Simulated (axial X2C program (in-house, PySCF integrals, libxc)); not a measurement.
**Low determinants of CoCl⁺ at the PBE0 level, two-component**

All values were computed with an axial X2C code built on PySCF integrals. Two-component (2c) means X2C with spin–orbit coupling and atomic mean-field two-electron Coulomb and Gaunt terms. Basis: Co dyall-cv3z [9s10p6d3f2g], Cl dyall-av3z [9s8p3d2f] (cores contracted in-house); Gaussian nuclei, density fitting, unrestricted open shells. Masses: Co 58.933 u, Cl 34.969 u.

Search at 2.023 Å (vertical energies from the lowest determinant):

```json
{"ΔE (eV)": "0.00", "state": "Ω = 7/2", "electrons beyond evenly filled partner blocks": "ω = -1/2, ω = 3/2, ω = 5/2", "electrons in ±ω = 1/2, 3/2, 5/2, 7/2": "31 11 1 0"}
{"ΔE (eV)": "0.05", "state": "Ω = 9/2", "electrons beyond evenly filled partner blocks": "ω = 1/2, ω = 3/2, ω = 5/2", "electrons in ±ω = 1/2, 3/2, 5/2, 7/2": "31 11 1 0"}
{"ΔE (eV)": "0.12", "state": "Ω = 1/2", "electrons beyond evenly filled partner blocks": "ω = 1/2", "electrons in ±ω = 1/2, 3/2, 5/2, 7/2": "31 10 2 0"}
{"ΔE (eV)": "0.24", "state": "Ω = 3/2", "electrons beyond evenly filled partner blocks": "ω = 3/2", "electrons in ±ω = 1/2, 3/2, 5/2, 7/2": "30 11 2 0"}
{"ΔE (eV)": "0.28", "state": "Ω = 5/2", "electrons beyond evenly filled partner blocks": "ω = 5/2", "electrons in ±ω = 1/2, 3/2, 5/2, 7/2": "30 12 1 0"}
{"ΔE (eV)": "0.62", "state": "Ω = 3/2", "electrons beyond evenly filled partner blocks": "ω = 1/2, ω = -3/2, ω = 5/2", "electrons in ±ω = 1/2, 3/2, 5/2, 7/2": "31 11 1 0"}
{"ΔE (eV)": "1.03", "state": "Ω = 5/2", "electrons beyond evenly filled partner blocks": "ω = -1/2, 2 × ω = 3/2", "electrons in ±ω = 1/2, 3/2, 5/2, 7/2": "31 10 2 0"}
```

Lowest determinant, Ω = 7/2 (⟨Sz⟩ = 1.50, ⟨Lz⟩ = 2.00 at PBE0): Re = 2.022 Å, ωe = 493.0 cm⁻¹.

The determinant in row 2 of the search, Ω = 9/2 (⟨Sz⟩ = 1.50, ⟨Lz⟩ = 3.00 at PBE0), was followed along the bond at PBE0; measured from the minimum of the lowest determinant it gives:

Te = 0.045 eV (366 cm⁻¹), Re = 2.038 Å, ωe = 494.9 cm⁻¹.

Task: Compare the bond of the determinant in row 2 with that of the lowest one.

Result: At PBE0 its Re is 0.016 Å longer and its force constant, which goes as ωe², is 1.01 times that of the lowest determinant. T0 ≈ Te + Δωe/2 = 366 + (1) = 367 cm⁻¹.

The search compares states at one distance, so a state with another bond length can lie lower; it is not exhaustive and yields mostly the lowest determinant of each block pattern, so other components and higher states of one pattern are missing. These are energies of single determinants, not of spin-adapted states; PBE0 term energies can be off by some tenths of an eV, and the functional has no current term. The lowest determinant need not be the ground state where others lie within half an eV.
